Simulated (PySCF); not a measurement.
All values below come from PySCF 2.14.0 with PBE-D3(BJ)/def2-TZVP // PBE0-D3(BJ)/def2-TZVP. Isolated molecules, 0 K electronic values unless said otherwise. One relaxed conformer stands for a flexible species; it need not be the lowest. 

Reference species (SMILES): `CC(C)=N` (neutral, multiplicity 1).

HOMO–LUMO gap: 4.97 eV
HOMO: -5.85 eV

Changed species: `C1(CC1)N`.

Predict the effect on the HOMO–LUMO gap and HOMO.

the HOMO–LUMO gap goes up by 0.70 eV, to 5.67 eV; the HOMO rises by 0.73 eV, to -5.12 eV.
